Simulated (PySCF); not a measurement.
These are PySCF 2.14.0 with ωB97X-D3(BJ)/def2-TZVP // B3LYP-D3(BJ)/def2-TZVP values and carry that method's errors. All species are isolated molecules in the gas phase. Excitations are Tamm–Dancoff values on a coarser integration grid. The basis has no diffuse functions, so Rydberg states are missing or too high.

Reference species (SMILES): `[Br][Al]([Br])[Br]` (neutral, multiplicity 1).

```yaml
S1 excitation (TDA): 6.38 eV
T1 excitation (TDA): 6.06 eV
S1–T1 gap (TDA): 0.32 eV
HOMO: -11.03 eV
```

Changed species: `[CH3][Al]([CH3])[Br]` (2 of 3 Br replaced by CH3; the reference has 0 of 3 Br replaced by CH3).

Question: Predict the effect on the S1 excitation (TDA), T1 excitation (TDA), S1–T1 gap (TDA) and HOMO.

Answer: the S1 excitation (TDA) drops by 0.45 eV, to 5.93 eV; the T1 excitation (TDA) decreases by 0.36 eV, to 5.70 eV; the S1–T1 gap (TDA) decreases by 0.09 eV, to 0.23 eV; the HOMO goes up by 0.85 eV, to -10.18 eV.
